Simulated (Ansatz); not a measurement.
`CC(C)P(C)C(C)C` at its PBE0-D4/def2-TZVP geometry, where that method's forces vanish. Total charge 0; spin multiplicity 1.

| atom | x (Å) | y (Å) | z (Å) |
| --- | --- | --- | --- |
| C1 | -1.4396 | -1.1975 | -1.0362 |
| C2 | -0.6550 | -1.1123 | 0.2656 |
| C3 | -0.5201 | -2.4956 | 0.8916 |
| P4 | 1.0422 | -0.4060 | -0.0208 |
| C5 | 1.5904 | -0.1877 | 1.7242 |
| C6 | 0.7387 | 1.3849 | -0.4610 |
| C7 | 0.6551 | 1.5785 | -1.9707 |
| C8 | -0.4125 | 2.0704 | 0.2583 |
| H9 | -0.8840 | -1.7617 | -1.7911 |
| H10 | -1.6612 | -0.2136 | -1.4522 |
| H11 | -2.3933 | -1.7087 | -0.8732 |
| H12 | -1.1918 | -0.4624 | 0.9669 |
| H13 | -1.5067 | -2.9504 | 1.0217 |
| H14 | 0.0702 | -3.1578 | 0.2512 |
| H15 | -0.0410 | -2.4621 | 1.8717 |
| H16 | 2.4945 | 0.4249 | 1.7338 |
| H17 | 1.8503 | -1.1559 | 2.1540 |
| H18 | 0.8370 | 0.2864 | 2.3598 |
| H19 | 1.6741 | 1.8537 | -0.1275 |
| H20 | 1.5052 | 1.1165 | -2.4768 |
| H21 | 0.6452 | 2.6438 | -2.2208 |
| H22 | -0.2540 | 1.1384 | -2.3868 |
| H23 | -0.3494 | 1.9583 | 1.3429 |
| H24 | -1.3783 | 1.6730 | -0.0638 |
| H25 | -0.4158 | 3.1428 | 0.0391 |

**Question.** For each bond, give half the difference of the two atoms' forces along it (eV/Å; positive pushes the atoms apart) under PBE-D4, r2SCAN-D4, B3LYP-D4, ωB97M-V in def2-TZVPP. (An estimate is asked.)

**Answer.** Computed: 
```
  bond  length (Å)  PBE-D4  r2SCAN-D4  B3LYP-D4  ωB97M-V
 C1–H9       1.094    0.11      -0.02     -0.06    -0.06
C1–H11       1.094    0.11      -0.03     -0.08    -0.08
 C2–C3       1.524    0.01       0.10      0.16     0.18
 C2–P4       1.860    0.11       0.05      0.08    -0.05
C3–H13       1.094    0.11      -0.04     -0.08    -0.08
C3–H14       1.094    0.11      -0.03     -0.06    -0.06
 P4–C5       1.842    0.10       0.07      0.16     0.08
C5–H16       1.092    0.10      -0.03     -0.07    -0.04
 C6–C7       1.524    0.01       0.10      0.15     0.17
 C6–C8       1.521   -0.02       0.10      0.17     0.16
C6–H19       1.098    0.12      -0.04     -0.14    -0.11
C7–H22       1.092    0.11      -0.03     -0.07    -0.07
C8–H23       1.092    0.10      -0.04     -0.08    -0.07
C8–H25       1.095    0.11      -0.03     -0.08    -0.08
```

B3LYP here is the variant with VWN-RPA as its local correlation; programs differ in this.
